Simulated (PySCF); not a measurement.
**`CO/C=C/C1=NC=NC=N1`, C6H7N3O**

Geometry:
```
atom   x (Å)   y (Å)   z (Å)
  C1   2.988  -0.016   0.165
  O2   2.075  -0.947   0.696
  C3   0.787  -0.778   0.440
  C4   0.212   0.203  -0.289
  C5  -1.225   0.250  -0.477
  N6  -1.716   1.259  -1.216
  C7  -3.033   1.264  -1.363
  N8  -3.882   0.377  -0.853
  C9  -3.294  -0.581  -0.138
 N10  -1.997  -0.700   0.083
 H11   3.987  -0.331   0.490
 H12   2.946  -0.003  -0.936
 H13   2.783   1.000   0.543
 H14   0.168  -1.555   0.899
 H15   0.775   1.002  -0.769
 H16  -3.462   2.077  -1.963
 H17  -3.947  -1.343   0.307
```

Method used: TDDFT CAM-B3LYP/aug-cc-pVDZ excited states, vertical, gas phase (PySCF 2.14.0). Geometry: PBE0-D3(BJ)/def2-SVP.

Q: Give the one- and two-photon strengths of the lowest singlets.

A: δ for parallel linear polarisation; σ at the peak of a Lorentzian of half width 0.1 eV, single beam; Ω is circular over linear.
```tsv
state	E (eV)	f	photon λ (nm)	δ (au)	σ (GM)	Ω	main
S1	4.61	0.001	538	<0.1	0.00	–	HOMO−1→LUMO 0.94
S2	4.84	0.003	512	1.94	0.02	1.50	HOMO−2→LUMO 0.61, HOMO−2→LUMO+1 0.32
S3	4.87	0.003	509	2.11	0.02	1.50	HOMO−1→LUMO+1 0.92
S4	4.90	0.439	506	564	4.96	0.76	HOMO→LUMO 0.92
S5	5.01	0.004	495	3.18	0.03	1.50	HOMO−2→LUMO+1 0.65, HOMO−2→LUMO 0.28
S6	5.26	0.151	471	217	2.20	0.78	HOMO→LUMO+1 0.84
```

Among these, the strongest one-photon state is S4, the strongest two-photon state S4, with a dipole change of 4.0 D (relaxed, norm of the difference vector).
